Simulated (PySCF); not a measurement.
These 2 structures share the formula C6H9N2 (doublet state). Method used: PBE0-D3(BJ)/def2-SVP geometry optimisation, gas phase in PySCF 2.14.0. Energies are electronic, without zero-point or thermal terms, for one conformer each. No frequencies were run at this level. Point groups hold within 0.08 Å. The open-shell SCF solutions weren't tested for stability.

Question: Order them by energy at this level, lowest first, and give relative energies in kJ/mol.
A. `[CH3:1][CH:2]([CH3:3])[c:4]1[n:5][cH:6][c:7][nH:8]1` (doublet state) with C1–C2–C4–N5 -118°
B. `[CH3:1][CH:2]([CH3:3])[C:4]1=[N:5][CH:6]=[CH:7][N:8]1` (doublet state) with C1–C2–C4–N5 -12°

Answer: B (0.0), A (97.8).

As drawn, the higher has an N–H bond, which the lower lacks. Both arise from one parent by loss of a hydrogen atom (CC(C)C1=NC=C[N]1: H removed from N; CC(C)c1nc[c][nH]1: H removed from aryl C), so the differences are those of the electronic X–H dissociation energies at this level.

| SMILES | E (Eh) | E rel (kJ/mol) | dipole (D) | point group | A, B, C (MHz) | ⟨S²⟩ |
| --- | --- | --- | --- | --- | --- | --- |
| CC(C)C1=NC=C[N]1 | -342.87254 | 0.0 | 0.83 | C1 | 4289, 1660, 1258 | 0.767 |
| CC(C)c1nc[c][nH]1 | -342.83527 | 97.8 | 3.18 | – | 4474, 1432, 1417 | 0.762 |
